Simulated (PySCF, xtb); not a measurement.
CH₅F₂NSi, SMILES N[SiH2]C(F)F. Other conformers were not sampled.

Harmonic wavenumbers (cm⁻¹) from GFN2-xTB (xtb 6.7.1) at its own minimum, in rising order: 40, 138, 245, 265, 296, 461, 512, 531, 553, 670, 703, 780, 824, 924, 996, 1081, 1242, 1281, 1505, 2249, 2306, 2902, 3462, 3506.

What does ωB97X-D3(BJ)/def2-SVP (PySCF) give at its own minimum? (Estimate from the structure and the level; the computed values follow.)

63, 109, 184, 278, 323, 387, 509, 591, 663, 778, 844, 875, 932, 978, 1103, 1150, 1352, 1377, 1551, 2244, 2276, 3083, 3623, 3720. Paired by order, the mean absolute difference is 80 cm⁻¹ and the zero-point energies are 39.3 and 41.4 kcal/mol.
